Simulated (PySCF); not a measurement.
## B (boron, neutral) across methods

[He] 2s2 3s1, 2S determinant (an excited configuration). Calculation: PySCF 2.14, in aug-cc-pV5Z; no relativity, point nucleus.

```tsv
method	E (hartree)	mean ε 2s α (eV)	mean ε 2s β (eV)	mean ε 3s α (eV)	Σ⟨r²⟩ (bohr²)	⟨S²⟩
MN15	-24.4454	-16.388	-16.112	-2.078	45.24	0.750
r2SCAN	-24.4353	-14.848	-14.775	-1.935	49.23	0.750
HSE06	-24.4284	-15.500	-15.356	-2.035	49.06	0.750
LDA	-24.1622	-14.480	-14.355	-1.916	48.10	0.750
PBE	-24.4180	-14.604	-14.486	-1.990	48.94	0.750
PBE0	-24.4254	-15.917	-15.772	-2.337	49.09	0.750
UHF	-24.34978	-19.018	-18.730	-3.056	49.75	0.750
wB97X-V	-24.4587	-18.422	-18.289	-3.185	48.99	0.750
```

The outer electron is Rydberg-like, and this basis confines it to a smaller radius and binds it less than a complete one would.
